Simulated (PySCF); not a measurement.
CAM-B3LYP on Ir (iridium, neutral), [Xe] 4f14 5d9, 2D determinant (an excited configuration). Computed with PySCF 2.14 in aug-cc-pVDZ-PP with ECP60MDF (5s5p4d2f, 54 functions), with scalar relativity through the core potential.

```
cycle= 2 E= -104.296158769162  delta_E= -0.00194  |g|= 0.0565  |ddm|= 0.109
cycle= 3 E= -104.298572604283  delta_E= -0.00241  |g|= 0.017  |ddm|= 0.0647
cycle= 4 E= -104.300757354061  delta_E= -0.00218  |g|= 0.0192  |ddm|= 0.0754
cycle= 5 E= -104.297161799643  delta_E= 0.0036  |g|= 0.0201  |ddm|= 0.148
cycle= 6 E= -104.298798853194  delta_E= -0.00164  |g|= 0.0139  |ddm|= 0.103
cycle= 7 E= -104.301807128303  delta_E= -0.00301  |g|= 0.0219  |ddm|= 0.386
cycle= 8 E= -104.301862717373  delta_E= -5.56e-05  |g|= 0.0138  |ddm|= 0.0432
cycle= 9 E= -104.301908789472  delta_E= -4.61e-05  |g|= 0.00221  |ddm|= 0.0364
cycle= 10 E= -104.301920536501  delta_E= -1.17e-05  |g|= 0.00167  |ddm|= 0.0328
cycle= 11 E= -104.301922801503  delta_E= -2.27e-06  |g|= 0.000416  |ddm|= 0.00701
cycle= 12 E= -104.301922942274  delta_E= -1.41e-07  |g|= 4.99e-05  |ddm|= 0.00126
cycle= 13 E= -104.301922946233  delta_E= -3.96e-09  |g|= 1.37e-05  |ddm|= 0.000343
cycle= 14 E= -104.301922946298  delta_E= -6.54e-11  |g|= 2.36e-06  |ddm|= 3.39e-05
converged SCF energy = -104.301922946298  <S^2> = 0.75248144  2S+1 = 2.0024799
```

Highest occupied orbital energy: -6.499 eV; ⟨L²⟩ = 8.30; populations by l: s 2.38, p 6.00, d 8.62, f 0.00.

**Question.** Can this result be used?

**Answer.** Not for this state. The run converged. ⟨L²⟩ = 8.30 against 6 for a pure D term, so this real determinant mixes terms. Energies and moments cover only the electrons outside the core potential. Spin-orbit coupling, absent here, splits the open shell strongly. The s, p, d and f populations moved away from the nominal configuration during the SCF.
